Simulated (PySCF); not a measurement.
C8H6N2, SMILES c1cnc2c(cccc2)n1.

Geometry optimised at B3LYP-D3(BJ)/def2-SVP.

Two levels are set side by side: PBE/def2-SVP (PySCF) and ωB97X/def2-SVP (PySCF). Same geometry, gas phase. Differences are taken from unrounded values.

```csv
quantity,ωB97X
orbital gap (eV),9.23
highest occupied level (eV),-9.26
lowest empty level (eV),-0.04
dipole moment (D),0.41
mean polarisability (bohr³),93.6
```

Task: What does PBE give, and how far is it from ωB97X? (The exact figures need the calculation; the answer reports its results.)

Result: 
```json
[
 {"quantity": "orbital gap (eV)", "PBE": "2.69", "PBE minus ωB97X": "-6.54"},
 {"quantity": "highest occupied level (eV)", "PBE": "-5.52", "PBE minus ωB97X": "3.74"},
 {"quantity": "lowest empty level (eV)", "PBE": "-2.83", "PBE minus ωB97X": "-2.80"},
 {"quantity": "dipole moment (D)", "PBE": "0.64", "PBE minus ωB97X": "0.23"},
 {"quantity": "mean polarisability (bohr³)", "PBE": "97.3", "PBE minus ωB97X": "3.7"}
]
```

PBE's occupied levels lie high since its potential decays too fast outside the molecule; exact exchange lowers them and widens the gap. PBE's more diffuse valence density responds more strongly to a field. Differences between two approximate levels are no errors against the true value.

Rough cost on one machine, each run with all the roots and properties that it gave: ωB97X against PBE within a factor of 2.
